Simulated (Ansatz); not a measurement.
chrysene (C₁₈H₁₂), SMILES c1ccc2c(c1)ccc1c3ccccc3ccc21. Heavy atoms are numbered as in [cH:1]1[cH:2][cH:3][c:4]2[c:5]([cH:6]1)[cH:7][cH:8][c:9]1[c:10]3[cH:11][cH:12][cH:13][cH:14][c:15]3[cH:16][cH:17][c:18]21.

Calculation: B3LYP-D3(BJ)/def2-SVP (Ansatz, a quantum-chemistry and plane-wave program).

Bond lengths of the relaxed neutral molecule (Å): C1–C2 1.411, C1–C6 1.381, C2–C3 1.383, C3–C4 1.419, C4–C5 1.429, C4–C18 1.453, C5–C6 1.418, C5–C7 1.428, C7–C8 1.366, C8–C9 1.432, C9–C10 1.453, C9–C18 1.419, C10–C11 1.419, C10–C15 1.429, C11–C12 1.383, C12–C13 1.411, C13–C14 1.381, C14–C15 1.418, C15–C16 1.428, C16–C17 1.366, C17–C18 1.432.

Task: How do the bond lengths change in the relaxed cation? (An estimate is asked for; the answer gives what the named calculation found.)

Result: 
```json
[
 {"bond": "C1–C2", "neutral (Å)": "1.411", "cation (Å)": "1.401"},
 {"bond": "C1–C6", "neutral (Å)": "1.381", "cation (Å)": "1.390"},
 {"bond": "C2–C3", "neutral (Å)": "1.383", "cation (Å)": "1.398"},
 {"bond": "C3–C4", "neutral (Å)": "1.419", "cation (Å)": "1.407"},
 {"bond": "C4–C5", "neutral (Å)": "1.429", "cation (Å)": "1.429"},
 {"bond": "C4–C18", "neutral (Å)": "1.453", "cation (Å)": "1.459"},
 {"bond": "C5–C6", "neutral (Å)": "1.418", "cation (Å)": "1.416"},
 {"bond": "C5–C7", "neutral (Å)": "1.428", "cation (Å)": "1.419"},
 {"bond": "C7–C8", "neutral (Å)": "1.366", "cation (Å)": "1.388"},
 {"bond": "C8–C9", "neutral (Å)": "1.432", "cation (Å)": "1.407"},
 {"bond": "C9–C10", "neutral (Å)": "1.453", "cation (Å)": "1.459"},
 {"bond": "C9–C18", "neutral (Å)": "1.419", "cation (Å)": "1.448"},
 {"bond": "C10–C11", "neutral (Å)": "1.419", "cation (Å)": "1.407"},
 {"bond": "C10–C15", "neutral (Å)": "1.429", "cation (Å)": "1.429"},
 {"bond": "C11–C12", "neutral (Å)": "1.383", "cation (Å)": "1.398"},
 {"bond": "C12–C13", "neutral (Å)": "1.411", "cation (Å)": "1.401"},
 {"bond": "C13–C14", "neutral (Å)": "1.381", "cation (Å)": "1.390"},
 {"bond": "C14–C15", "neutral (Å)": "1.418", "cation (Å)": "1.416"},
 {"bond": "C15–C16", "neutral (Å)": "1.428", "cation (Å)": "1.419"},
 {"bond": "C16–C17", "neutral (Å)": "1.366", "cation (Å)": "1.388"},
 {"bond": "C17–C18", "neutral (Å)": "1.432", "cation (Å)": "1.407"}
]
```
